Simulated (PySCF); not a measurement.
Cl2Te, singlet, geometry from GFN2-xTB (all electrons, no relativity); PySCF with B3LYP/STO-3G.

Here is a job for PySCF.
```python
from pyscf import gto, scf, dft

mol = gto.M(
    atom='''
Te   -0.011706    0.011960    0.614308
Cl    1.114639    1.323798   -0.944761
Cl   -1.078834   -1.360381   -0.934299
''',
    basis='sto-3g',
    charge=0,
    spin=0,
    verbose=4,
)

mf = dft.RKS(mol)
mf.xc = 'b3lyp'
mf.kernel()
```

Problem. What does PySCF print? Leave out banner, timings and long lists.

Solution. 
```
PySCF version 2.14.0

[INPUT] verbose = 4
[INPUT] num. atoms = 3
[INPUT] num. electrons = 86
[INPUT] charge = 0
[INPUT] spin (= nelec alpha-beta = 2S) = 0
[INPUT] symmetry False subgroup None
[INPUT] Mole.unit = angstrom
[INPUT] Symbol           X                Y                Z      unit          X                Y                Z       unit  Magmom
[INPUT]  1 Te    -0.011706000000   0.011960000000   0.614308000000 AA   -0.022121134014   0.022601124450   1.160873876129 Bohr   0.0
[INPUT]  2 Cl     1.114639000000   1.323798000000  -0.944761000000 AA    2.106362437759   2.501615664247  -1.785339543170 Bohr   0.0
[INPUT]  3 Cl    -1.078834000000  -1.360381000000  -0.934299000000 AA   -2.038700793869  -2.570747515062  -1.765569228455 Bohr   0.0

nuclear repulsion = 445.976272560392
number of shells = 21
number of NR pGTOs = 135
number of NR cGTOs = 45
basis = sto-3g
ecp = {}

******** <class 'pyscf.dft.rks.RKS'> ********
method = RKS
initial guess = minao
damping factor = 0
level_shift factor = 0
DIIS = <class 'pyscf.scf.diis.CDIIS'>
diis_start_cycle = 1
diis_space = 8
diis_damp = 0
SCF conv_tol = 1e-09
SCF conv_tol_grad = None
SCF max_cycles = 50
direct_scf = True
direct_scf_tol = 1e-13
XC library pyscf.dft.libxc version 7.1.2
    S. Lehtola, C. Steigemann, M. J. T. Oliveira, and M. A. L. Marques,  SoftwareX 7, 1–5 (2018)
XC functionals = b3lyp
    P. J. Stephens, F. J. Devlin, C. F. Chabalowski, and M. J. Frisch,  J. Phys. Chem. 98, 11623 (1994)
radial grids:
    Treutler-Ahlrichs [JCP 102, 346 (1995); DOI:10.1063/1.469408] (M4) radial grids

becke partition: Becke, JCP 88, 2547 (1988); DOI:10.1063/1.454033
pruning grids: <function nwchem_prune>
grids dens level: 3
symmetrized grids: False
atomic radii adjust function: <function treutler_atomic_radii_adjust>
small_rho_cutoff = 0
Set gradient conv threshold to 3.16228e-05
Initial guess from minao.
tot grids = 59720
init E= -7439.49365055996
  HOMO = -0.508873504602773  LUMO = -0.385891304340976  gap/eV = 3.34652
cycle= 1 E= -7459.62487139503  delta_E= -20.1  |g|= 0.172  |ddm|= 2.84
  HOMO = -0.161518069992761  LUMO = -0.0116774888059401  gap/eV = 4.07737
cycle= 2 E= -7459.62830272153  delta_E= -0.00343  |g|= 0.0946  |ddm|= 0.62
  HOMO = -0.1787192245282  LUMO = -0.0247143865450182  gap/eV = 4.19069
cycle= 3 E= -7459.63427716051  delta_E= -0.00597  |g|= 0.0292  |ddm|= 0.38
  HOMO = -0.175462245535385  LUMO = -0.0217481525715512  gap/eV = 4.18277
cycle= 4 E= -7459.6348779782  delta_E= -0.000601  |g|= 0.000323  |ddm|= 0.0862
  HOMO = -0.175573505963627  LUMO = -0.0218110969342106  gap/eV = 4.18409
cycle= 5 E= -7459.63487806688  delta_E= -8.87e-08  |g|= 2.45e-05  |ddm|= 0.00141
  HOMO = -0.175566247342246  LUMO = -0.0218049326731916  gap/eV = 4.18406
cycle= 6 E= -7459.63487806746  delta_E= -5.8e-10  |g|= 1.74e-06  |ddm|= 0.000115
  HOMO = -0.175566753622166  LUMO = -0.0218053820458802  gap/eV = 4.18406
Extra cycle  E= -7459.63487806745  delta_E= 1.27e-11  |g|= 1.25e-06  |ddm|= 1.02e-05
converged SCF energy = -7459.63487806745
```
